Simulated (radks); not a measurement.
Values are calculated unless marked as measured or tabulated.
Removal energies from the gallium ion Ga5+, [Ar] 3d8, by Delta-SCF beside the eigenvalue of the level emptied. Level of theory: scalar-relativistic Kohn-Sham, LDA (Slater exchange, Perdew-Wang correlation), spin-polarised, spherical densities, finite nucleus; Fermi nuclear charge, rms radius of each element as measured or else 0.836 A^(1/3) + 0.57 fm (a radial shooting solver on a logarithmic mesh with Libxc functionals). Open shells are filled with parallel spins first.

[
 {"removed from": "3d", "final configuration": "[Ar] 3d7", "Delta-SCF (eV)": "113.52", "-eigenvalue (eV)": "100.26"},
 {"removed from": "3p", "final configuration": "[Ne] 3s2 3p5 3d8", "Delta-SCF (eV)": "195.03", "-eigenvalue (eV)": "181.27"},
 {"removed from": "3s", "final configuration": "[Ne] 3s1 3p6 3d8", "Delta-SCF (eV)": "244.53", "-eigenvalue (eV)": "230.54"},
 {"removed from": "2p", "final configuration": "[He] 2s2 2p5 3s2 3p6 3d8", "Delta-SCF (eV)": "1224.4", "-eigenvalue (eV)": "1186.5"}
]
